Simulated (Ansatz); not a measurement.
Start from `[NH2][Hf]([F])([Cl])[Br]` and change one atom or group to get `[NH2][Hf]([F])([F])[Cl]`.

Ansatz, PBE0-D4/def2-TZVP geometries, multiplicity 1. Each molecule was computed in one conformer, which needn't be the lowest.

Elements past krypton have def2 core potentials. Scalar relativity is left out up to krypton.

| property | `[NH2][Hf]([F])([Cl])[Br]` |
| --- | --- |
| HOMO energy (B3LYP/def2-TZVPP) / eV | -7.95 |
| LUMO energy (PBE/def2-TZVPP) / eV | -2.22 |
| size of the dipole moment (PBE/def2-TZVPP) / D | 2.75 |
| HOMO energy (PBE0/def2-TZVPP) / eV | -8.21 |
| HOMO–LUMO gap (ωB97M-V/def2-TZVPP) / eV | 11.17 |
| size of the dipole moment (B3LYP/def2-TZVPP) / D | 2.75 |

Task: What does the change do to each property? (Estimate.)

Result: The calculation gave: 
| property | `[NH2][Hf]([F])([F])[Cl]` | shift |
| --- | --- | --- |
| HOMO energy (B3LYP/def2-TZVPP) / eV | -7.98 | -0.03 |
| LUMO energy (PBE/def2-TZVPP) / eV | -1.69 | 0.53 |
| size of the dipole moment (PBE/def2-TZVPP) / D | 2.64 | -0.11 |
| HOMO energy (PBE0/def2-TZVPP) / eV | -8.24 | -0.03 |
| HOMO–LUMO gap (ωB97M-V/def2-TZVPP) / eV | 11.26 | 0.09 |
| size of the dipole moment (B3LYP/def2-TZVPP) / D | 2.65 | -0.10 |

Dipoles are sizes alone; their direction can turn.

B3LYP here is the variant with VWN-RPA as its local correlation; programs differ in this.

Spin–orbit coupling is left out; it splits and shifts lone-pair levels of the heavy atoms by tenths of an eV.
